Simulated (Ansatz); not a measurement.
A nudged elastic band was laid between two geometries of Al2H9NSi2 (14 atoms, charge 0, multiplicity 1).

Level of theory: Ansatz 0.2.0, RKS PBE/6-31G.

```yaml
movable_images: 1
climbing_image: yes
spring: 5.0 eV/Å²
optimiser: quadratic models (default)
start_path: IDPP
force_threshold: 0.05 eV/Å
iteration_limit: 60
end_points: relaxed
```

Initial state:

```xyz
14
Properties=species:S:1:pos:R:3
Al -0.535 1.465 1.380
N -0.843 0.200 0.086
Si -2.546 -0.136 -0.463
Al 0.514 -0.768 -0.702
Si 2.915 -0.570 -0.167
H 0.996 1.729 1.812
H -1.803 2.245 2.007
H -3.510 0.665 0.390
H -2.750 0.258 -1.914
H -2.888 -1.607 -0.325
H 0.014 -1.822 -1.831
H 3.453 -1.927 0.261
H 3.281 0.425 0.914
H 3.690 -0.188 -1.419
```

Final state:

```xyz
14
Properties=species:S:1:pos:R:3
Al -0.585 0.951 1.758
N -0.850 0.133 0.135
Si -2.541 -0.076 -0.507
Al 0.540 -0.500 -0.897
Si 2.933 -0.385 -0.303
H 0.936 1.128 2.261
H -1.879 1.445 2.588
H -3.535 0.291 0.576
H -2.794 0.816 -1.710
H -2.792 -1.511 -0.929
H 0.077 -1.182 -2.296
H 3.257 0.152 1.074
H 3.671 0.480 -1.313
H 3.549 -1.772 -0.408
```

Question: What changes between the two ends?

Answer: No bond is made or broken. The dihedral N2–Al4–Si5–H13 goes from 1 to -117°.

Question: What energy profile does the band end with?

Answer: The run converged. The highest image is number 2 of 0 to 2, 0.000 eV above the ends, which have the same energy within 2 meV. The highest image is an end point: on this band no image between the ends rises above it. Inner images lie up to 0.009 eV below the lower end, so the ends aren't the lowest states on this path. So few images can step over the top or miss a turn of the path. Limits of this set-up: no polarisation functions.

```json
{"image": "0", "path coordinate (Å)": "0.00", "energy (eV)": "0.000", "dihedral N2–Al4–Si5–H13 (°)": "1"}
{"image": "1", "path coordinate (Å)": "1.12", "energy (eV)": "-0.009", "dihedral N2–Al4–Si5–H13 (°)": "-26"}
{"image": "2", "path coordinate (Å)": "4.39", "energy (eV)": "0.000", "dihedral N2–Al4–Si5–H13 (°)": "-117"}
```

The run took 48 s on 1 thread of Intel(R) Xeon(R) Processor @ 2.70GHz, with other jobs on the host, peak memory 0.15 GiB.
